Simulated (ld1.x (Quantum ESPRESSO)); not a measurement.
## hydrogen: ultrasoft pseudisation with LDA (PZ), scalar-relativistic reference atom.

hydrogen (H), ultrasoft, made with ld1.x (Quantum ESPRESSO) 7.5 (LDA (PZ), scalar-relativistic). Core none, reference 1s1. Waves: 1s (bound): rcut 0.60, rcutus 0.80 bohr; 1s channel at 1.8 Ry: rcut 0.60, rcutus 0.80 bohr. Local part: all-electron potential smoothed inside 0.60 bohr (lloc = -1). Core correction: none. Augmentation charge: built from norm-conserving waves at rcut, not smoothed further.

What the tests gave:

```json
{
 "Cutoffs needed": "25 Ry and 50 Ry (the cutoffs (Ry, on a coarse ladder) from which the occupation-weighted sum of valence levels, in a spherical-Bessel basis at the reference potential, stays within 10 and 1 mRy of its value at 400 Ry)",
 "Ghost test": "no extra level below or beside the all-electron valence levels (s, p, d, f tested) (spherical-Bessel basis up to 400 Ry, 20 bohr box)",
 "Lowest eigenvalue of the overlap operator": "0.99 (s channel)"
}
```

Generation and tests took about 1.4 s on one core of a shared server CPU.
